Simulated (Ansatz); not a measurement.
C4H9Br, SMILES `CCCCBr`. The species carries charge 0 and has multiplicity 1.

Z-matrix (Å, degrees):
```
C
C 1 1.518
H 1 1.092 2 111.4
H 1 1.094 2 111.4 3 120.2
H 1 1.094 2 111.1 3 -119.9
C 2 1.519 1 112.5 3 -179.9
H 2 1.094 1 109.9 3 58.3
H 2 1.096 1 109.8 3 -58.2
C 6 1.509 2 114.6 1 178.7
H 6 1.099 2 109.3 1 59.0
H 6 1.095 2 110.1 1 -57.4
Br 9 1.953 6 112.5 2 66.1
H 9 1.089 6 112.2 2 -52.3
H 9 1.088 6 112.1 2 -175.8
```

(1) List the harmonic frequencies (cm⁻¹, unscaled) at PBE0-D4/def2-TZVP in Ansatz. (An estimate is asked.)

(2) Is this a minimum?

(3) Give the ideal-gas thermochemistry at 298.15 K and 1 bar (rigid rotor, harmonic oscillator; point group C1, symmetry number 1).

(4) Rotational constants (cm⁻¹)?

## Answers

(1) The calculation gave: 79, 112, 230, 252, 273, 463, 587, 744, 813, 877, 929, 1027, 1074, 1082, 1127, 1216, 1247, 1291, 1323, 1337, 1405, 1408, 1463, 1472, 1485, 1491, 1500, 3021, 3038, 3044, 3072, 3088, 3106, 3116, 3125, 3170.

(2) Yes, all 36 modes are real.

(3) Zero-point energy 323.5 kJ/mol; H(298) − E = 343.5 kJ/mol; entropy 348.3 J/(mol·K), of which translation 170.2, rotation 116.2, vibration 61.9; G(298) − E = 239.7 kJ/mol. Modes under 100 cm⁻¹ are hindered rotations or soft bends, so the harmonic entropy is rough.

(4) 0.2756, 0.04024, 0.03695.
